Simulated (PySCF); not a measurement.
Isomers of C5H9FOSi2, one GFN2-xTB conformer each. Single-point energies are computed at PBE0/pcSseg-1 (PySCF, gas phase, no added dispersion term), electronic only.

Task: Rank them by PBE0/pcSseg-1 energy, lowest first (kJ/mol).
A. `[CH3:1][SiH2:2][C@@H:3]([F:4])[C:5]#[C:6][SiH2:7][CH:8]=[O:9]` with C1–Si2–C3–F4 180°, C6–Si7–C8–O9 126°
B. `[O:1]=[CH:2][C@@H:3]1[SiH2:4][CH:5]=[CH:6][SiH2:7][C@H:8]1[F:9]` with O1–C2–C3–Si4 91°, C2–C3–Si4–C5 -58°, C3–Si4–C5–C6 -22°, C5–C6–Si7–C8 1°, C6–Si7–C8–F9 -81°
C. `[CH3:1][SiH2:2][Si@H:3]([F:4])[c:5]1[cH:6][cH:7][cH:8][o:9]1` with C1–Si2–Si3–F4 -76°, Si2–Si3–C5–C6 155°

Result: C (0.0), B (218.8), A (354.9).

As drawn, the lowest has an aromatic ring, an Si–F bond and an Si–Si bond, which the highest lacks; the highest has a C=O bond and a C≡C bond, which the lowest lacks. GFN2-xTB itself gives, in the same order: 0.0, 241.3, 405.1. Both levels put the same isomer lowest; measured from each level's own lowest isomer, the values differ by up to 50.2 kJ/mol (C[SiH2][C@@H](F)C#C[SiH2]C=O: 405.1 against 354.9).

Task: Which frontier levels, dipoles and rotational constants go with these structures?

Result: 
```csv
SMILES,"HOMO (eV, PBE0/pcSseg-1)",LUMO (eV),dipole (D),"A, B, C (MHz)"
C[SiH2][Si@H](F)c1ccco1,-6.82,-0.77,1.42,"2355, 652.4, 534.6"
O=C[C@@H]1[SiH2]C=C[SiH2][C@H]1F,-7.69,-1.37,2.39,"1363, 1247, 1169"
C[SiH2][C@@H](F)C#C[SiH2]C=O,-7.00,-1.57,3.26,"1741, 440.5, 411.4"
```
